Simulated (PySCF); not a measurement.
Al(Me)2(NCO) (C3H6AlNO), SMILES [CH3][Al]([CH3])[N]=C=O. Atoms are numbered in the order given.

```xyz
12

Al    -0.7677     0.3300    -0.3634
C     -2.2885    -0.8820    -0.4277
H     -2.0421    -1.8000    -0.9899
H     -3.1846    -0.4386    -0.8909
H     -2.5704    -1.2179     0.5859
C     -0.7063     2.1699    -0.9932
H      0.0427     2.2875    -1.7965
H     -0.3923     2.8569    -0.1878
H     -1.6702     2.5329    -1.3848
N      0.7446    -0.3208     0.3535
C      1.7594    -0.7565     0.8345
O      2.7497    -1.1818     1.3040
```

Geometry: r2SCAN-D4/def2-SVP. A frequency run showed that this geometry is not a minimum. The structure was generated by enumeration; whether it is a known compound was not checked. The values are those of a single conformer.

Calculation: IEF-PCM-B3LYP/def2-SVP (PySCF 2.14.0).

The values are the electrostatic part of the solvation free energy, E(continuum) − E(gas) at the gas-phase geometry, in a cavity of scaled van der Waals radii (PySCF's table); cavitation and dispersion terms are not included. A continuum can't describe solvent molecules that bind to the metal. In vacuum the orbital gap is 6.50 eV. The dipole moment in vacuum is 2.80 D.

Computed values in water (ε = 78.36), tetrahydrofuran (ε = 7.43), ethanol (ε = 24.85):
```tsv
solvent	ε	ΔG(elec) (kcal/mol)	dipole (D)	gap (eV)
water	78.36	-4.8	3.52	6.78
tetrahydrofuran	7.43	-3.9	3.40	6.73
ethanol	24.85	-4.6	3.49	6.77
```
